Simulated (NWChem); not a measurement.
A series in which one site is exchanged, each optimised at PBE0/def2-SVP with NWChem, gas phase unless a solvent is named. All stand in one matching conformer (torsions within 35°), which need not be the lowest. This build's default masses of Se (78.918 u) and Br (79.917 u) are each other's, which moves their modes by up to 0.6 %.

A: [CH3][Al]([NH2])[Br] (CH5AlBrN; site = Br)
B: [CH3][Al]([NH2])[F] (CH5AlFN; site = F)
C: [CH3][AlH][NH2] (CH$_{6}$AlN; site = H)
D: [NH2][Al]([CH3])[Cl] (CH5AlClN; site = Cl)

Values for A:

```
Item                                              Result
------------------------------------------------  ------
dipole (D), PBE0/def2-SVP                           2.58
orbital gap (eV), PBE0/def2-SVP                     7.53
highest harmonic frequency (cm⁻¹), PBE0/def2-SVP    3711
static polarisability, PBE/def2-SVPD (bohr³)        72.5
```

Question: How do these values change for the other members?

Answer: 
| change from A | B | C | D |
|---|---|---|---|
| dipole (D), PBE0/def2-SVP | -0.25 | -1.27 | -0.09 |
| orbital gap (eV), PBE0/def2-SVP | +0.08 | -0.28 | +0.14 |
| highest harmonic frequency (cm⁻¹), PBE0/def2-SVP | +4 | -6 | +2 |
| static polarisability, PBE/def2-SVPD (bohr³) | -23.7 | -19.1 | -8.7 |
